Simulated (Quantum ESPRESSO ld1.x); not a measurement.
The numbers below are computed, except where a source is named.
Problem. The aim is neutral cobalt in [Ar] 3d7 4s2. What will ld1.x (Quantum ESPRESSO 7.5) do with this input?

```
 &input
    zed=27.0,
    iswitch=1,
    rel=2,
    dft='BLYP',
    config='[Ar] 3d7 4s2',
    verbosity='high',
    lsmall=.true.,
    xmin=-1.0,
    prefix='ld1',
    max_out_wfc=37,
    file_charge='ld1.rho',
 /
```

Solution. Refused. The program stops in ld1_readin with "wrong xmin": xmin is refused above -2.

Output (excerpt):

```
     Program LD1 v.7.5 starts

 %%%%%%%%%%%%%%%%%%%%%%%%%%%%%%%%%%%%%%%%%%%%%%%%%%%%%%%%%%%%%%%%%%%%%%%%%%%%%%
     Error in routine ld1_readin (1):
     wrong xmin
 %%%%%%%%%%%%%%%%%%%%%%%%%%%%%%%%%%%%%%%%%%%%%%%%%%%%%%%%%%%%%%%%%%%%%%%%%%%%%%

     stopping ...
```

Run on one thread of a shared host, so times are rough (Intel(R) Xeon(R) Processor @ 2.60GHz): 0.35 s of CPU time, 0.8 s wall.
